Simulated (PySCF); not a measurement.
## Dipole response of Ti⁻ (titanium, charge -1)

[Ar] 3d3 4s2, high-spin 4F determinant. Computed with PySCF 2.14 in dyall-av2z, with the non-relativistic Hamiltonian (point nucleus). Coupled (time-dependent) response in atomic units; α is the mean over directions. A double-zeta set is small for polarisabilities.

| method | mean α (bohr³) | C₆ (like pair) | S(−4) |
| --- | --- | --- | --- |
| wB97X-V | 568.5 | 12790 | 282600 |

S(−4) is the Cauchy moment in α(ω) = α(0) + S(−4) ω² + …

α(iu) at wB97X-V:

```csv
u (hartree),α(iu) (bohr³)
0,568.5
0.0500,292.3
0.100,138.1
0.200,51.01
0.300,27.62
0.500,13.26
0.750,7.616
1.00,5.130
1.50,2.884
2.00,1.878
3.00,0.9918
5.00,0.4226
```

A single London oscillator, α(iu) = α/(1 + u²/ω²), gives C₆ = (3/4) ω α². Matching the computed C₆ needs ω = 4 × 12790 / (3 × 568.5²) = 0.0528 hartree.

For an ion, C₆ is the dispersion term alone; charge-induced terms of lower order in 1/R come first.
